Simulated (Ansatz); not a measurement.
`F[Si]([SiH3])([SiH3])Cl` → `F[SiH]([SiH3])Cl` + `[SiH2]` at 700 K and 1 bar (silylene loss).

Gas-phase electronic energies from Ansatz, PBE0-D4/def2-TZVP geometries. CBS: MP2 limit from def2 TZ/QZ plus the TZ coupled-cluster correction, frozen cores. This one scheme is used for every species.

| species | CCSD(T)/CBS energy (Eh) | H − E (kJ/mol) | S (J/(mol·K)) |
| --- | --- | --- | --- |
| `F[Si]([SiH3])([SiH3])Cl` | -1430.51902 | 242.1 | 554.0 |
| `F[SiH]([SiH3])Cl` | -1140.23962 | 170.5 | 447.7 |
| `[SiH2]` | -290.19011 | 56.3 | 240.4 |

H − E and S are ideal-gas, rigid-rotor, harmonic terms from PBE0-D4/def2-TZVP, for one conformer and one mirror image of each species. 1 Eh = 2625.50 kJ/mol, R = 8.31446 J/(mol·K).

Question: By hand: ΔE, ΔH, ΔS and ΔG.

Answer: ΔE = (-1140.23962) + (-290.19011) − (-1430.51902) = 0.08929 Eh = 234.4 kJ/mol. Δ(H − E) = 170.5 + 56.3 − 242.1 = -15.3, so ΔH = 219.1 kJ/mol. ΔS = 447.7 + 240.4 − 554.0 = 134.1 J/(mol·K). ΔG = 219.1 − 700 × (134.1)/1000 = 125.2 kJ/mol.

Question: By hand: the equilibrium constant, and the temperature at which ΔG would vanish if ΔH and ΔS stayed fixed.

Answer: log₁₀ K = −ΔG/(RT ln 10) = -9.3. ΔG = 0 at ΔH/ΔS = 1634 K.

The number of gas molecules changes by +1, which sets the sign of ΔS. A doubt of 5 kJ/mol in ΔE shifts log₁₀ K by 0.4 here. Other conformers and mirror images would add mixing entropy, several J/(mol·K) or more a flexible species. These are equilibria of isolated gas molecules and say nothing of rates. Largest T1 diagnostic: 0.014 (customary marks: 0.02 for closed shells, 0.045 for open ones).
